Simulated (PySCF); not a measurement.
Worked example: chemical shift, span and skew from a shielding tensor

CH₇FOSi₂, SMILES OC[SiH2][SiH2]F. Atoms are numbered in the order given.

```xyz
12

O     -1.9091     0.7588     0.9942
C     -2.0655    -0.1426    -0.0917
Si    -0.4497    -0.1505    -1.1065
Si     1.1441    -0.0167     0.6086
F      2.6295    -0.3947     0.0381
H     -1.8916     1.6564     0.6445
H     -2.2133    -1.1424     0.3478
H     -2.9724     0.0676    -0.6896
H     -0.3024    -1.3562    -1.9795
H     -0.3861     1.0769    -1.9649
H      0.8159    -0.9868     1.6936
H      1.2283     1.3622     1.1719
```
Charge 0, spin multiplicity 1.

Coordinates come from a PBE0-D3(BJ)/def2-SVP optimisation. The structure was generated by enumeration, and PubChem lists no compound with its InChIKey, so it may never have been made. One conformer was computed; it need not be the lowest.

GIAO shieldings from PySCF with PBE0/pcSseg-1, non-relativistic, no solvent. The symmetric part of the tensor of F5 has the principal values 382.5, 417.6, 469.8 ppm. The same nucleus in CFCl3 has σ = 167.2 ppm at this level (PySCF, at its B3LYP-D3(BJ)/def2-TZVP geometry).

**Question.** Work out the isotropic shielding, the ¹⁹F shift against CFCl3, the span and the skew.

**Answer.** 
σ(iso) = (σ11 + σ22 + σ33)/3 = 423.3 ppm. δ = σ(ref) − σ(iso) = 167.2 − (423.3) = -256.1 ppm.
Span Ω = σ33 − σ11 = 87.3 ppm. Skew κ = 3(σ(iso) − σ22)/Ω = 0.20. Tumbling in solution averages the tensor to δ; in a static solid the shielding alone would spread this spin-1/2 line over Ω.
